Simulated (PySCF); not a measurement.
B3LYP has the VWN-RPA correlation part, as in Gaussian. Delta-SCF ions had no search for a lower state. Excitations are Tamm–Dancoff values on a coarser integration grid. The basis has no diffuse functions, so Rydberg states are missing or too high.

C6H14B2, SMILES `C1[C@H](B)CC[C@H](C1)B` (charge 0, multiplicity 1)

Calculation: PySCF 2.14.0 with B3LYP-D3(BJ)/def2-TZVP // B3LYP-D3(BJ)/def2-SVP.

| Quantity | Result |
|---|---|
| HOMO | -7.99 eV |
| dipole moment | 0.00 D |
| HOMO–LUMO gap | 6.52 eV |
| LUMO | -1.48 eV |
| S1 excitation (TDA) | 5.40 eV |
| S1 oscillator strength | 0.000 |
| T1 excitation (TDA) | 4.86 eV |
| S1–T1 gap (TDA) | 0.54 eV |
| vertical ionisation energy (Delta-SCF) | 9.86 eV |
| total energy | -286.8698 Ha |
| cost | very roughly 11 core-minutes |

```xyz
22

B      2.5722    -0.1495    -0.1485
C      1.2887     0.0277     0.7158
C      0.4843     1.3172     0.4753
C     -0.3572     1.1940    -0.8015
C     -1.2887    -0.0277    -0.7158
B     -2.5722     0.1495     0.1485
C     -0.4843    -1.3172    -0.4753
C      0.3572    -1.1939     0.8015
H      3.0580    -1.2451    -0.3115
H      3.1621     0.8145    -0.5793
H      1.8314     0.1273     1.6937
H      1.1597     2.1850     0.4080
H     -0.1944     1.5054     1.3288
H     -0.9422     2.1129    -0.9661
H      0.3258     1.0902    -1.6659
H     -1.8313    -0.1273    -1.6937
H     -3.0579     1.2451     0.3118
H     -3.1622    -0.8146     0.5790
H     -1.1597    -2.1849    -0.4080
H      0.1944    -1.5054    -1.3288
H     -0.3258    -1.0901     1.6659
H      0.9422    -2.1129     0.9661
```
